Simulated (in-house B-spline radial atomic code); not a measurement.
Removal energies of one electron outside the [Xe] 4f14 core along the 69-electron series, with the parts due to correlation (partial-wave tail included) and to Breit and QED terms, both contained in the total; recoil is left out. Computed with an all-electron radial atomic-structure program (B-spline basis): frozen-core Dirac-Hartree-Fock with a screened correlation potential.

```
 ion   Z  removal energy of 6p1/2 (eV)  correlation part of 6p1/2 (eV)  Breit and QED part of 6p1/2 (eV)  removal energy of 5d3/2 (eV)  correlation part of 5d3/2 (eV)  Breit and QED part of 5d3/2 (eV)
 Yb+  70                        8.6503                         0.46464                        -0.0080708                         9.282                          1.0305                         0.0044502
Lu2+  71                             ?                               ?                                 ?                             ?                               ?                                 ?
Hf3+  72                        24.989                         0.76782                         -0.023494                        33.456                          1.4921                         0.0047334
Ta4+  73                        35.129                         0.90397                         -0.033271                        48.381                          1.5956                         0.0012912
 W5+  74                        46.439                          1.0294                         -0.044411                        64.899                          1.6749                         -0.003713
Re6+  75                             ?                               ?                                 ?                             ?                               ?                                 ?
Os7+  76                        72.347                          1.2568                         -0.070893                        102.34                          1.7977                         -0.017769
Ir8+  77                        86.876                          1.3625                         -0.086321                        123.15                          1.8489                          -0.02672
```

(1) Fill in the row of Lu2+.

(2) Fill in the row of Re6+.

Results:

(1) removal energy of 6p1/2 (eV): 16.108; correlation part of 6p1/2 (eV): 0.6194; Breit and QED part of 6p1/2 (eV): -0.015064; removal energy of 5d3/2 (eV): 20.296; correlation part of 5d3/2 (eV): 1.3371; Breit and QED part of 5d3/2 (eV): 0.0061849.

(2) removal energy of 6p1/2 (eV): 58.858; correlation part of 6p1/2 (eV): 1.1464; Breit and QED part of 6p1/2 (eV): -0.056938; removal energy of 5d3/2 (eV): 82.908; correlation part of 5d3/2 (eV): 1.7406; Breit and QED part of 5d3/2 (eV): -0.01009.
